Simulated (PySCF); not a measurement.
AlH3S, SMILES [AlH2][SH].

The structure is a stationary point at PBE0-D3(BJ)/def2-TZVP.

All values below come from PBE0/def2-TZVPD run with PySCF.

Symmetry labels are those of the subgroup Cs that the program uses (full group Cs).

Computed valence orbital energies around the gap with their symmetry:
```csv
orbital,symmetry,energy (eV)
HOMO−7,A',-74.06
HOMO−6,A',-74.00
HOMO−5,A',-20.22
HOMO−4,A',-12.15
HOMO−3,A',-11.12
HOMO−2,A',-8.88
HOMO−1,A',-8.65
HOMO,A",-7.88
LUMO,A",-1.44
LUMO+1,A',-0.20
LUMO+2,A',0.16
LUMO+3,A',0.55
```
